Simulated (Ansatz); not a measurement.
```
atom   x (Å)    y (Å)    z (Å)
   B  0.0367  -0.1460  -0.9031
   F  0.0514   0.1358   0.5440
```

Basis set: cc-pVDZ (spherical functions). Frozen core: 2 orbitals. Charge 0, multiplicity 1.

Computed with Ansatz (development build ahead of 0.2.0); each method stands on the lowest determinant of its kind that the runs found. Restricted open shells among the atoms or ions are ROHF, correlated in semicanonical orbitals with singles.

Problem. Give the atomization energy at this shape (free ground-state atoms in the same class of orbitals less the molecule, no zero-point energy) of singlet BF by RHF-MP2, RHF.

Solution.

```json
{"method": "RHF-MP2", "atomization energy": "671.0 kJ/mol"}
{"method": "RHF", "atomization energy": "483.4 kJ/mol"}
```

Caution: stretched shape with no unrestricted run beside it, a lower state can exist. Caution for RHF-MP2: bonds are stretched, where a single reference can fail.
